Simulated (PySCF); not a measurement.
Delta-SCF ions had no search for a lower state. 

Z-matrix (Å, degrees):
```
C
C 1 1.4051
H 2 1.0918 1 119.47
C 2 1.3956 3 119.80 1 179.15
H 4 1.0936 2 118.71 3 0.62
C 4 1.4053 5 119.93 2 -179.99
C 1 1.4071 2 118.21 3 -179.96
H 7 1.0917 1 119.31 2 177.56
C 7 1.3928 8 119.89 1 178.57
H 9 1.0941 7 118.67 8 0.94
C 1 1.4861 2 121.58 3 0.27
C 11 1.3449 1 122.80 2 142.93
H 12 1.0919 11 120.22 1 -3.86
H 12 1.0919 13 117.48 11 178.57
S 11 1.7855 12 123.55 13 176.90
H 15 1.3521 11 96.61 12 -11.04
Si 6 1.8812 4 121.27 5 -0.84
H 17 1.4913 6 109.35 4 15.97
H 17 1.4924 18 109.60 5 -133.37
H 17 1.4939 18 108.58 19 -117.50
```
Charge 0, spin multiplicity 1.

Question: What total energy, HOMO and vertical ionisation energy (Delta-SCF) does ωB97X-D3(BJ)/def2-TZVP // B3LYP-D3(BJ)/def2-SVP run with PySCF 2.14.0 give?

Answer: 
```yaml
total_energy: -998.8544 Ha
HOMO: -8.71 eV
vertical ionisation energy (Delta-SCF): 8.40 eV
```
